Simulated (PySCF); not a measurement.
**Working out the excitation energy of N**

N [He] 2s2 2p3 (4S) → N [He] 2s1 2p4 (4P). Calculation: PySCF 2.14, in aug-cc-pVDZ; no relativity, point nucleus. Frozen: 1s2. Energies in hartree (1 hartree = 27.21139 eV):

| part | N (lower) | N (upper) |
| --- | --- | --- |
| UHF | -54.393183 | -53.989537 |
| MP2 opposite-spin | -0.052287 | -0.050949 |
| MP2 same-spin | -0.022703 | -0.021718 |

Question: What does Hartree-Fock give?

Answer: (-53.989537) − (-54.393183) = 0.403646 hartree = 10.984 eV.

Question: What do MP2 and SCS-MP2 (6/5 opposite-spin, 1/3 same-spin) give?

Answer: The opposite-spin parts differ by 0.036 eV and the same-spin parts by 0.027 eV. MP2: 10.984 + (0.036) + (0.027) = 11.047 eV. SCS-MP2: 10.984 + 1.2 × (0.036) + (0.027)/3 = 11.036 eV.

Measured between the centres of the two terms (NIST): 10.927 eV, so MP2 (valence) is off by 0.120 eV.

A double-zeta basis recovers only part of the correlation energy.

What remains against the reference includes basis incompleteness, the frozen core and correlation beyond second order.
